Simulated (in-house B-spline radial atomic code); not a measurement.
Orbital energies and mean radii along the 15-electron series, configuration [Ne] 3s2 3p3. The effective charge is n√(-2ε), a non-relativistic measure. Computed with a B-spline radial code for spherical atoms: Dirac-Hartree-Fock, average of the configuration, finite nuclei.

| ion | Z | energy of 2p1/2 (Eh) | mean radius of 2p1/2 (bohr) | energy of 3p3/2 (Eh) | mean radius of 3p3/2 (bohr) | energy of 1s1/2 (Eh) | mean radius of 1s1/2 (bohr) | effective charge of 2p1/2 |
| --- | --- | --- | --- | --- | --- | --- | --- | --- |
| P | 15 | -5.4412 | 0.48158 | -0.34939 | 2.3717 | -80.23 | 0.10341 | 6.5977 |
| S+ | 16 | ? | ? | ? | ? | ? | ? | ? |
| Cl2+ | 17 | -9.1397 | 0.40316 | -1.3908 | 1.6124 | -106.34 | 0.090836 | 8.5509 |
| Ar3+ | 18 | -11.398 | 0.37273 | -2.097 | 1.4059 | -120.95 | 0.085613 | 9.5488 |
| K4+ | 19 | ? | ? | ? | ? | ? | ? | ? |
| Ca5+ | 20 | -16.705 | 0.32367 | -3.8623 | 1.1277 | -153.27 | 0.076751 | 11.56 |
| Sc6+ | 21 | -19.751 | 0.30361 | -4.9183 | 1.0283 | -170.98 | 0.07296 | 12.57 |
| Ti7+ | 22 | -23.058 | 0.28584 | -6.0885 | 0.94574 | -189.72 | 0.069516 | 13.582 |
| V8+ | 23 | -26.626 | 0.27 | -7.3726 | 0.87597 | -209.5 | 0.066375 | 14.595 |
| Cr9+ | 24 | -30.454 | 0.25577 | -8.77 | 0.81612 | -230.33 | 0.063497 | 15.609 |
| Mn10+ | 25 | ? | ? | ? | ? | ? | ? | ? |
| Fe11+ | 26 | -38.896 | 0.23129 | -11.904 | 0.71856 | -275.1 | 0.05841 | 17.64 |
| Co12+ | 27 | -43.512 | 0.22068 | -13.64 | 0.67822 | -299.06 | 0.056151 | 18.657 |
| Ni13+ | 28 | -48.391 | 0.21096 | -15.489 | 0.64225 | -324.08 | 0.054053 | 19.676 |
| Cu14+ | 29 | -53.535 | 0.20204 | -17.451 | 0.60995 | -350.15 | 0.0521 | 20.695 |
| Zn15+ | 30 | -58.945 | 0.1938 | -19.525 | 0.5808 | -377.29 | 0.050278 | 21.715 |
| Ga16+ | 31 | -64.622 | 0.18619 | -21.712 | 0.55433 | -405.5 | 0.048573 | 22.737 |
| Ge17+ | 32 | -70.568 | 0.17912 | -24.012 | 0.53018 | -434.78 | 0.046974 | 23.76 |
| As18+ | 33 | -76.784 | 0.17254 | -26.425 | 0.50807 | -465.14 | 0.045472 | 24.785 |
| Se19+ | 34 | -83.271 | 0.16641 | -28.95 | 0.48774 | -496.58 | 0.044058 | 25.81 |

Q: Fill in the row of S+.

A: energy of 2p1/2 (Eh): -7.1511; mean radius of 2p1/2 (bohr): 0.43893; energy of 3p3/2 (Eh): -0.80617; mean radius of 3p3/2 (bohr): 1.9049; energy of 1s1/2 (Eh): -92.766; mean radius of 1s1/2 (bohr): 0.096722; effective charge of 2p1/2: 7.5636.

Q: Fill in the row of K4+.

A: energy of 2p1/2 (Eh): -13.92; mean radius of 2p1/2 (bohr): 0.3465; energy of 3p3/2 (Eh): -2.9214; mean radius of 3p3/2 (bohr): 1.2502; energy of 1s1/2 (Eh): -136.6; mean radius of 1s1/2 (bohr): 0.080946; effective charge of 2p1/2: 10.553.

Q: Fill in the row of Mn10+.

A: energy of 2p1/2 (Eh): -34.544; mean radius of 2p1/2 (bohr): 0.24294; energy of 3p3/2 (Eh): -10.281; mean radius of 3p3/2 (bohr): 0.76415; energy of 1s1/2 (Eh): -252.19; mean radius of 1s1/2 (bohr): 0.060852; effective charge of 2p1/2: 16.624.

Q: How does the screening of 2p1/2 change?

A: Z less the effective charge goes from 8.40 at Z = 15 to 8.19 at Z = 34.
